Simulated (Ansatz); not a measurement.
`C=[C]([AlH2])BO` + CH₃OH → `COBO` + `C=[CH][AlH2]`  (ligand exchange at a B–C bond)

Program: Ansatz. Geometries: PBE0-D4/def2-TZVP. ΔE: electronic, gas phase. CBS: MP2 limit from def2 TZ/QZ plus the TZ coupled-cluster correction, frozen cores. This one scheme is used for every species. Functionals use def2-TZVPP. HSE06 is defined as in plane-wave codes. Each species was taken in one conformer, which may not be the lowest.

`C=[C]([AlH2])BO`:

Z-matrix (Å, degrees):
```
C
C 1 1.345
H 1 1.090 2 122.8
H 1 1.091 2 122.2 3 179.2
Al 2 1.944 1 115.4 3 -1.8
B 2 1.551 1 119.1 3 -178.4
H 5 1.589 2 122.4 1 -175.4
H 5 1.590 2 116.8 1 5.0
O 6 1.359 2 119.1 1 -37.5
H 6 1.206 2 122.1 1 142.5
H 9 0.960 6 112.9 2 178.8
```

CH₃OH:

```xyz
6

C     0.118   -0.177    0.286
O    -0.756    0.144   -0.772
H    -0.325   -1.016    0.823
H     0.242    0.653    0.992
H     1.109   -0.486   -0.070
H    -0.387    0.883   -1.259
```

`COBO`:

Cartesian coordinates in Å:
```
C -0.232 -0.947 -0.943
O -0.496 0.170 -0.124
B 0.413 0.632 0.769
O 0.112 1.708 1.536
H 0.771 -1.347 -0.765
H -0.317 -0.653 -1.991
H -0.968 -1.727 -0.737
H 1.486 0.113 0.903
H -0.769 2.049 1.352
```

`C=[CH][AlH2]`:

Z-matrix (Å, degrees):
```
C
C 1 1.337
H 1 1.089 2 123.0
H 1 1.089 2 121.7 3 180.0
Al 2 1.938 1 119.6 3 -180.0
H 2 1.090 1 116.7 3 -0.0
H 5 1.588 2 122.1 1 179.9
H 5 1.588 2 116.8 1 -0.1
```

```json
{"species": "`C=[C]([AlH2])BO`", "HSE06-D4 energy (Eh)": "-422.06714"}
{"species": "CH₃OH", "HSE06-D4 energy (Eh)": "-115.63493"}
{"species": "`COBO`", "HSE06-D4 energy (Eh)": "-216.33704"}
{"species": "`C=[CH][AlH2]`", "HSE06-D4 energy (Eh)": "-321.41171"}
```

Question: Work out ΔE.

Answer: ΔE = (-216.33704) + (-321.41171) − (-422.06714) − (-115.63493) = -0.04668 Eh = -122.6 kJ/mol. CCSD(T)/CBS gives -125.0 kJ/mol.

Question: What do rigid-rotor, harmonic-oscillator terms from PBE0-D4/def2-TZVP frequencies (298.15 K, 1 bar) make of the CCSD(T)/CBS value? (Best estimate.)

Answer: Ansatz gave: ΔZPE = +1.5 kJ/mol, ΔH = -124.8 kJ/mol, ΔS = -5 J/(mol·K), ΔG = -123.3 kJ/mol.

Largest T1 diagnostic among the species: 0.013.

Leaving LDA and LC-ωPBE aside and taking each functional with its dispersion term where it has one, the values, not all of them listed here, spread over 16.4 kJ/mol, from CAM-B3LYP-D4 to revPBE-D4. LDA lies −5.6 kJ/mol from PBE without D4. From BLYP to BHLYP (50 % exact exchange), in def2-TZVPP and without D4, ΔE moves by −4.2 kJ/mol.
